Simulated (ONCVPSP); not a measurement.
# manganese (Mn), ONCV: configuration errors across variants

manganese (Mn), optimised norm-conserving Vanderbilt (ONCV), made with ONCVPSP 4.0.1 (LDA (Perdew-Wang 92), scalar-relativistic). Core [Ar], reference 3d6 4s1. Waves: 4s: rc 2.15 bohr, ncon 3, nbas 8, qcut 3.1 1/bohr, 2 projectors, debl 2.7 Ha; p scattering state at 0.35 Ha: rc 2.15 bohr, ncon 4, nbas 7, qcut 3.1 1/bohr, 2 projectors, debl 1.4 Ha; 3d: rc 1.45 bohr, ncon 4, nbas 8, qcut 9.9 1/bohr, 2 projectors, debl 1.5 Ha; f scattering state at 0.43 Ha: rc 1.90 bohr, ncon 5, nbas 9, qcut 6.7 1/bohr, 2 projectors, debl 3.2 Ha. Local part: polynomial inside 1.05 bohr (lpopt 4, dvloc0 4 Ha). Core correction: polynomial model core, fcfact 0.75.

All-electron excitation energies from the reference (eV): (1) 3d5 4s2 0.405; (2) 3d5 4s1 9.052; (3) 3d5 4s0 24.922; (4) 3d5 4s1.5 3.867.

1 further variants failed, have other tests or too few solved ones, and are left out.

Errors AE − PS in meV (a dash: test not solved or not reliable):

```csv
change,(1),(2),(3),(4),bound ghosts,GHOST(+) flags above zero
base,-110,-72,-54,-90,none,"s, p"
s: debl 0.25,-106,-70,-53,-88,none,"s, p"
f: nproj 3,-110,-72,-54,-90,none,"s, p"
d: qcut 6.6,-83,-57,-50,-70,none,"s, p"
```

(1) Give the same row for: core correction polynomial model core, fcfact 1.26.

Answers

(1) -112, -73, -54, -92; bound ghosts: none; GHOST(+) flags above zero: s, p.
